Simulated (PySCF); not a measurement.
# One molecule, several mistakes: Al2BCH6

Calculated results; nothing here was measured. The program is PySCF 2.14.0, an open-source quantum chemistry code, run on an isolated molecule that a program drew, which may never have been made. The molecule is Al2BCH6 (charge 0, doublet), drawn as the SMILES string `C[B][AlH][AlH2]`.

Each row is a Hartree-Fock (HF) and frozen-core CCSD(T) single point in the cc-pV(D+d)Z basis, meant for a local HF minimum. Run 1 is clean. Each other run has one planted mistake out of seven kinds, and not every kind appears here: one electron removed, one electron added, multiplicity raised by two, geometry at a saddle point, minimal basis STO-3G, one bond length entered in bohr, all coordinates scaled. The reference is restricted for singlets and unrestricted otherwise, and also for a bond in bohr. Adding or removing an electron swaps singlet and doublet. Electrons count all cores. HOMO and LUMO are orbital energies over both spins, the gradient is its largest component, and the lowest frequency (negative if imaginary) is given only where the gradient is small. Bond lengths are over the 9 bonds as drawn. T1 is the CCSD diagnostic: over 0.02 (restricted) or 0.045 (unrestricted) a single reference is doubtful.

Geometry of the clean run:
```xyz
10
Al2BCH6, angstrom
C     0.3624    1.4081   -0.8295
B     0.6712   -0.0964   -1.0447
Al    0.9526   -2.0973   -1.3893
Al   -0.9726   -3.4011   -2.5974
H    -0.6388    1.5805   -1.2498
H     0.3245    1.6931    0.2257
H     1.0544    2.0702   -1.3578
H     2.3314   -2.7122   -0.8924
H    -0.9116   -4.9549   -2.9305
H    -2.3064   -2.6585   -3.0508
```

```
run  electrons  basis functions  <S^2>  HOMO (eV)  LUMO (eV)  gradient (hartree/bohr)  lowest frequency (cm^-1)  mean bond (Å)  longest bond (Å)      T1  HF (hartree)  CCSD(T) (hartree)                          mistake
  1         43              104  0.759      -7.35       0.19                  1.3e-05                        53         1.5866             2.620  0.0202    -549.80569         -550.21261                         no fault
  2         43              104  3.771      -6.07      -1.08                  2.0e-02                         -         1.5866             2.620  0.0895    -549.72192         -550.11418       multiplicity raised by two
  3         43              104  1.616      -7.82      -0.11                  3.8e-02                         -         1.7400             2.931  0.0457    -549.66141         -550.05664  one bond length entered in bohr
  4         44              104  0.000      -0.71       5.03                  2.5e-02                         -         1.5866             2.620  0.0258    -549.79934         -550.25450               one electron added
  5         43              104  0.758      -7.41       0.29                  7.3e-02                         -         1.4645             2.419  0.0203    -549.75193         -550.15697                                ?
  6         43               34  0.765      -4.56       7.40                  4.7e-02                         -         1.5866             2.620  0.0151    -543.14926         -543.33788                                ?
```

**Which mistake was planted in run 5, and what did it cost?**

The mean and the longest bond both change by the same factor, 0.923, and the gradient is no longer small. So the mistake is: all coordinates scaled. Subtracting run 1 and multiplying by 627.51 kcal/mol a hartree, the energy moved by 33.7 kcal/mol in HF and 34.9 kcal/mol in CCSD(T).

**Which mistake was planted in run 6, and what did it cost?**

It has 34 basis functions where the clean run has 104, with the same electrons and geometry. So the mistake is: minimal basis STO-3G. Subtracting run 1 and multiplying by 627.51 kcal/mol a hartree, the energy moved by 4177.0 kcal/mol in HF and 4314.0 kcal/mol in CCSD(T).

Cautions from the logs. Run 2: T1 is over the limit, so its CCSD(T) energy is less reliable; run 3: T1 is over the limit, so its CCSD(T) energy is less reliable; run 4: T1 is over the limit, so its CCSD(T) energy is less reliable.
